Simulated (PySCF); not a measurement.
Spin-rotation constants: `CN=[P@@]1(CCC(F)(F)F)C[C@@H]1[SiH3]`, C6H13F3NPSi

Cartesian coordinates in Å; atom numbers follow the order of the lines, from 1:
```xyz
25

C    -1.234   -3.144    0.357
N    -0.281   -2.121   -0.007
P    -0.590   -0.637   -0.393
C     1.010    0.145   -0.777
C     1.900    0.042    0.456
C     3.265    0.644    0.197
F     3.192    1.950   -0.117
F     4.072    0.557    1.264
F     3.908    0.051   -0.819
C    -1.932    0.202   -1.300
C    -1.801    0.592    0.215
Si   -1.502    2.399    0.664
H    -0.666   -4.071    0.446
H    -1.713   -2.945    1.320
H    -2.016   -3.292   -0.392
H     0.851    1.183   -1.071
H     1.454   -0.406   -1.609
H     2.025   -1.008    0.726
H     1.453    0.574    1.299
H    -1.700    0.985   -2.008
H    -2.824   -0.349   -1.575
H    -2.575    0.125    0.823
H    -0.618    3.012   -0.331
H    -2.797    3.078    0.650
H    -0.890    2.455    1.992
```

Method used: GIAO PBE/pcSseg-1 magnetisability, rotational g tensor and spin-rotation constants, non-relativistic, gas phase in PySCF 2.14.0. Geometry: GFN2-xTB.

(1) Give the nuclear spin-rotation constants along the inertial axes (H = +C I·J) beside the isotropic shieldings.

Results:

(1) Rotational constants 0.8562, 0.4134, 0.3162 GHz. A star marks the isotopologue with that one atom substituted, in its own axes.
| atom | isotope | Caa (kHz) | Cbb (kHz) | Ccc (kHz) | mean (kHz) | σ (ppm) |
| --- | --- | --- | --- | --- | --- | --- |
| N2 | 14N | -0.004 | 0.026 | 0.014 | 0.012 | 248.2 |
| P3 | 31P | 1.277 | 0.455 | 0.489 | 0.741 | 400.7 |
| F7 | 19F | 1.474 | 0.403 | 0.390 | 0.755 | 242.5 |
| F8 | 19F | 1.130 | 0.549 | 0.446 | 0.709 | 234.9 |
| F9 | 19F | 1.297 | 0.472 | 0.373 | 0.714 | 247.9 |
| H13 | 1H | -0.076 | 0.012 | -0.031 | -0.032 | 28.4 |
| H14 | 1H | -0.080 | -0.033 | 0.003 | -0.037 | 28.8 |
| H15 | 1H | -0.024 | -0.040 | -0.013 | -0.026 | 28.8 |
| H16 | 1H | -0.086 | -0.003 | -0.032 | -0.040 | 30.2 |
| H17 | 1H | -0.071 | -0.026 | -0.012 | -0.036 | 29.0 |
| H18 | 1H | -0.083 | 0.008 | -0.030 | -0.035 | 28.5 |
| H19 | 1H | -0.074 | -0.028 | -0.012 | -0.038 | 29.5 |
| H20 | 1H | -0.096 | -0.028 | -0.012 | -0.045 | 31.0 |
| H21 | 1H | 0.016 | -0.041 | -0.035 | -0.020 | 29.5 |
| H22 | 1H | -0.031 | -0.042 | -0.023 | -0.032 | 30.4 |
| H23 | 1H | -0.040 | -0.035 | -0.008 | -0.028 | 28.0 |
| H24 | 1H | -0.005 | -0.018 | -0.029 | -0.017 | 27.2 |
| H25 | 1H | -0.055 | -0.039 | 0.005 | -0.029 | 27.3 |
| C1 | 13C* | 0.135 | 0.074 | 0.056 | 0.088 | 148.6 |
| C4 | 13C* | 0.139 | 0.062 | 0.057 | 0.086 | 154.2 |
| C5 | 13C* | 0.141 | 0.078 | 0.057 | 0.092 | 145.4 |
| C6 | 13C* | 0.282 | 0.137 | 0.105 | 0.174 | 41.0 |
| C10 | 13C* | 0.128 | 0.051 | 0.049 | 0.076 | 168.0 |
| C11 | 13C* | 0.093 | 0.057 | 0.040 | 0.063 | 180.1 |
| Si12 | 29Si* | -0.506 | -0.218 | -0.183 | -0.302 | 403.5 |

For the geometry as given, no vibrational averaging.
